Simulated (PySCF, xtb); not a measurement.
SeHBr, SMILES [SeH]Br.

Harmonic wavenumbers (cm⁻¹) from GFN2-xTB (xtb 6.7.1) at its own minimum, in rising order: 289, 709, 1984.

Problem. What does B3LYP-D3(BJ)/def2-TZVP (PySCF) give at its own minimum? (The exact figures need the calculation; the answer reports its results.)

Solution. 296, 748, 2391. Paired by order, the mean absolute difference is 151 cm⁻¹ and the zero-point energies are 4.3 and 4.9 kcal/mol.
